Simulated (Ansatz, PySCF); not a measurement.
This Ansatz (an electronic-structure program) input computes a PBE/def2-TZVPD energy:

Ansatz 0.2 input:
```yaml
crystal:
  periodic: [false, false, false]
  atoms:
    - {symbol: B, position_ang: [-0.53909214, -0.16566828, 0.16532619]}
    - {symbol: Cl, position_ang: [0.11574075, 1.60245651, 0.14050341]}
    - {symbol: Cl, position_ang: [0.83521866, -1.31021739, -0.43213908]}
    - {symbol: O, position_ang: [-1.68385616, -0.51746546, 0.51639692]}
basis:
  gaussian:
    orbitals: def2-TZVPD
hamiltonian:
  xc: {name: PBE}
total_charge: -1
output: {forces: true}
```

Write an input for the same energy in PySCF and say what it gives.


```python
from pyscf import gto, scf, dft

mol = gto.M(
    atom='''
    B    -0.53909214   -0.16566828    0.16532619
    Cl    0.11574075    1.60245651    0.14050341
    Cl    0.83521866   -1.31021739   -0.43213908
    O    -1.68385616   -0.51746546    0.51639692
    ''',
    basis='def2-tzvpd',
    charge=-1,
    spin=0,
    verbose=4,
)

mf = dft.RKS(mol, xc='pbe').density_fit(auxbasis='def2-universal-jkfit')
mf.grids.level = 3
mf.conv_tol = 1e-9
mf.max_cycle = 100
mf.max_memory = 1500
mf.kernel()
if not mf.converged:
    mf = mf.newton()
    mf.kernel(mf.make_rdm1())
mf.analyze()
```
It gives -1020.26147 Eh, and Ansatz -1020.26143 Eh, a difference of 0.04 mEh, from the treatment of integrals and grids.

It need not be the lowest isomer of its formula. Whether it binds its extra electron was not tested at this geometry.
